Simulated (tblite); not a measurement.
Species: C4H9OSSe (doublet state).
Atom-mapped SMILES: `[CH3:1][CH:2][Se:3][CH2:4][S@:5]([CH3:6])=[O:7]` (hydrogens: H8, H9, H10 on C1; H11 on C2; H12, H13 on C4; H14, H15, H16 on C6)
Bond orders are those of one Lewis drawing.

Computed with GFN2-xTB (tblite), gas phase: L-BFGS steps from a force-field or distance-geometry start until the largest atomic force falls under 0.01 eV/Å.

Step 9: E = -640.0610 eV
```
atom  x, y, z in Å  |  force x, y, z in eV/Å
C1      2.7960    0.3779    0.4958    0.056  -0.001  -0.007
C2      2.1772   -0.4975   -0.5396   -0.048   0.036   0.089
Se3     0.4391   -0.1979   -1.1161    0.331  -0.026   0.206
C4     -0.3793   -0.3514    0.7030    0.090  -0.128  -0.124
S5     -2.0822   -0.9947    0.5519   -0.290  -0.347  -0.040
C6     -2.8383    0.4967   -0.2273   -0.038  -0.099  -0.040
O7     -2.5705   -1.0214    1.9300   -0.076   0.055   0.078
H8      3.2712    1.2768    0.0717   -0.064  -0.241  -0.150
H9      2.0444    0.7632    1.1970    0.194  -0.222  -0.088
H10     3.5774   -0.1626    1.0373   -0.193   0.061  -0.020
H11     2.6961   -1.3475   -0.9673    0.066   0.421  -0.030
H12     0.1845   -1.1350    1.1927    0.157  -0.282   0.121
H13    -0.3297    0.5239    1.3308   -0.165   0.496  -0.043
H14    -3.4695    0.9482    0.5238   -0.021   0.186   0.064
H15    -2.0834    1.1722   -0.5999    0.112   0.159   0.049
H16    -3.4405    0.1580   -1.0603   -0.111  -0.069  -0.065
```

Step 10: E = -640.0952 eV
```
atom  x, y, z in Å  |  force x, y, z in eV/Å
C1      2.7915    0.3755    0.5047    0.117  -0.045  -0.014
C2      2.1732   -0.5186   -0.5120   -0.176   0.022   0.049
Se3     0.4444   -0.2071   -1.1033    0.292   0.000   0.025
C4     -0.3777   -0.3464    0.6959   -0.196  -0.210  -0.042
S5     -2.0923   -1.0025    0.5556   -0.141  -0.177  -0.080
C6     -2.8422    0.4980   -0.2372    0.083  -0.259   0.133
O7     -2.5688   -1.0158    1.9383   -0.080   0.072   0.002
H8      3.2662    1.2534    0.0477   -0.036  -0.092  -0.116
H9      2.0623    0.7715    1.2229    0.119  -0.224  -0.192
H10     3.5762   -0.1555    1.0410   -0.039  -0.025   0.066
H11     2.7147   -1.3164   -1.0057    0.098   0.419   0.032
H12     0.1770   -1.1348    1.1865    0.192  -0.211   0.212
H13    -0.3556    0.5371    1.3173   -0.090   0.382  -0.052
H14    -3.4551    0.9413    0.5322   -0.111   0.233   0.018
H15    -2.0731    1.1685   -0.5921    0.042   0.119  -0.010
H16    -3.4483    0.1608   -1.0683   -0.074  -0.005  -0.030
```

Task: Estimate the geometry and energy of step 11. (The exact step hangs on the optimiser's Hessian estimate; all steps are aligned on step 10, rigid shifts and turns removed.)

Result: E = -640.1185 eV, largest force 0.462 eV/Å
```
atom  x, y, z in Å  |  force x, y, z in eV/Å
C1      2.7902    0.3724    0.5107    0.137  -0.068  -0.025
C2      2.1666   -0.5349   -0.4888   -0.085  -0.083  -0.010
Se3     0.4533   -0.2140   -1.0948    0.133   0.028  -0.099
C4     -0.3801   -0.3454    0.6920   -0.303  -0.224   0.088
S5     -2.1028   -1.0127    0.5568    0.002   0.007  -0.038
C6     -2.8435    0.4956   -0.2420    0.109  -0.249   0.193
O7     -2.5685   -1.0097    1.9440   -0.093   0.050  -0.063
H8      3.2616    1.2342    0.0277   -0.002   0.015  -0.093
H9      2.0781    0.7741    1.2388    0.020  -0.179  -0.209
H10     3.5754   -0.1508    1.0454    0.100  -0.098   0.117
H11     2.7307   -1.2846   -1.0347    0.076   0.445   0.097
H12     0.1740   -1.1373    1.1853    0.137  -0.055   0.224
H13    -0.3766    0.5522    1.3055   -0.048   0.139  -0.136
H14    -3.4460    0.9398    0.5382   -0.114   0.202  -0.066
H15    -2.0654    1.1669   -0.5864   -0.057   0.017  -0.021
H16    -3.4547    0.1633   -1.0741   -0.013   0.052   0.041
```

The energy changes by -0.0233 eV. The first-order estimate −F·Δx gives -0.0327 eV and the mean of the old and new forces, exact on a quadratic surface, -0.0232 eV. The step makes an angle of 66° with the force vector and moves no atom by more than 0.046 Å.

What follows is the cost of the whole relaxation. Time: 0.53 s wall. Hardware: an Arm Neoverse V2 with one thread (shared host).
